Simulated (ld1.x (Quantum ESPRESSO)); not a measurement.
## Before and after: RRKJ potential for barium

barium (Ba), norm-conserving RRKJ (Kleinman–Bylander form), made with ld1.x (Quantum ESPRESSO) 7.5 (PBE, scalar-relativistic). Core [Kr] 4d10, reference 5s2 5p6 5d0 6s1.5 6p0 (charge +0.5). Waves: 5p (bound): rc 2.75 bohr; 5d (bound, empty): rc 2.60 bohr; 5s (bound): rc 1.55 bohr. Local part: the s channel. Core correction: none. rho0 = 0.02.

Occupied shells without a wave of their own: 6s. They enter only through the test configuration that unscreens the potential.

Change: all radii scaled by about 1.18 (s 1.82, p 3.24, d 3.06 bohr).

Cutoffs: the cutoffs (Ry, on a coarse ladder) from which the occupation-weighted sum of valence levels, in a spherical-Bessel basis at the reference potential, stays within 10 and 1 mRy of its value at 400 Ry; they do not see the model core or the augmentation charge, which bear on the density cutoff. Errors are all-electron minus pseudo energies relative to the spin-unpolarised reference configuration.

**Question.** Predict the effect on cutoff, ghosts and configuration errors.

**Answer.** The potential gets neither clearly harder nor softer (40 Ry and 80 Ry → 40 Ry and 70 Ry); of the 7 tests that both files solve, the error grows in 6 and shrinks in 1 by more than 15 % and 0.3 meV (median size 18.5 → 32.2 meV); neither file shows a bound ghost.

| quantity | base | changed |
| --- | --- | --- |
| cutoff, loose | 40 Ry | 40 Ry |
| cutoff, tight | 80 Ry | 70 Ry |
| bound ghosts | none | none |
| largest miss of a reference level, eV | 0.04 | 0.06 |
| error for 5s2 5p6 5d0 6s2 6p0, meV [ΔE -2.14 eV] | +16 | +26 |
| error for 5s2 5p6 5d0 6s1 6p0, meV [ΔE 3.23 eV] | -22 | -37 |
| error for 5s2 5p6 5d0 6s0 6p0, meV [ΔE 13.21 eV] | -92 | -154 |
| error for 5s2 5p6 5d0 6s0 6p2, meV [ΔE 2.00 eV] | -18 | -32 |
| error for 5s2 5p6 5d1 6s0 6p0, meV [ΔE 3.91 eV] | -63 | -100 |
| error for 5s2 5p6 5d0.5 6s1.5 6p0, meV [ΔE -1.50 eV] | -1.0 | -0.4 |
| error for 5s2 5p6 5d0 6s1 6p1, meV [ΔE -0.11 eV] | -0.7 | -1.8 |
